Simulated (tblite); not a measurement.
Species: C6H11P.
Bonds: C1–C2, C2–C3 (double), C3–C4, C4–P5, P5–C6, P5–C7, C2–C7. Hydrogens: H8, H9, H10 on C1; H11 on C3; H12, H13 on C4; H14, H15, H16 on C6; H17, H18 on C7.

Structure optimised with GFN2-xTB, isolated species.

Question: List the bond lengths, angles and torsions at this level.

Answer: 
```csv
bond,length (bohr),order
C1–C2,2.821,single
C2=C3,2.503,double
C3–C4,2.828,single
C4–P5,3.534,single
P5–C6,3.504,single
P5–C7,3.530,single
C2–C7,2.842,single
"C1–H8, C1–H9, C1–H10",2.058,single
C3–H11,2.040,single
"C4–H12, C4–H13",2.068,single
"C6–H14, C6–H15, C6–H16",2.057,single
"C7–H17, C7–H18",2.067,single
```

Bonds in one row agree within 0.02 bohr and their mean is given. Orders are formal, as drawn. A selection of angles:
```csv
angle,degrees
C2–C1–H8,110.2
C2–C1–H9,110.9
H8–C1–H9,108.8
H8–C1–H10,107.6
C1–C2–C3,126.2
C1–C2–C7,118.4
C3–C2–C7,115.4
C2–C3–C4,117.1
C2–C3–H11,123.8
C4–C3–H11,119.1
C3–C4–P5,106.1
C3–C4–H12,110.6
C3–C4–H13,112.8
P5–C4–H12,109.5
H12–C4–H13,107.4
C4–P5–C6,97.2
C4–P5–C7,90.3
C6–P5–C7,97.2
P5–C6–H14,109.1
P5–C6–H16,111.1
H14–C6–H15,108.4
H14–C6–H16,109.7
P5–C7–H17,110.5
P5–C7–H18,109.4
C2–C7–P5,106.7
C2–C7–H17,112.7
C2–C7–H18,110.2
H17–C7–H18,107.3
```

Torsions: C1–C2–C3–C4 -179° (antiperiplanar); C2–C3–C4–P5 -14° (synperiplanar); C3–C4–P5–C6 -79° (synclinal); C4–P5–C7–C2 -18° (synperiplanar); C1–C2–C7–P5 -167° (antiperiplanar). The mirror-image conformer, all signs reversed, is as good.

The 5-membered ring C2–C3–C4–P5–C7 has internal angles of 90.3° to 117.1° (sum 536°, against 540° for a flat polygon); it is puckered, 0.11 Å rms from its mean plane, widest ring torsion 18°. The 4 C–C bonds span 1.324 Å (C2=C3, drawn double) to 1.504 Å (C2–C7, drawn single), a spread of 0.180 Å. Of the pairs four or more bonds apart, C3···H16 is among the closest relative to their van der Waals radii: 2.85 Å, 98 % of the sum of Bondi's values. P5 (phosphine phosphorus) is pyramidal (angles 97.2°, 97.2° and 90.3°, sum 284.7°, 0.98 Å off the plane of its three neighbours).

Point group: C1 (no symmetry element, even within 0.4 Å). Its GFN2-xTB frequencies are all real (lowest 91 cm⁻¹). The numbers are those of one conformer.

Hardware: an Arm Neoverse V1 with one thread, on a shared host. Cost: 0.37 s wall. That covers the optimisation of the geometry.

The numbers are calculated, not measured.
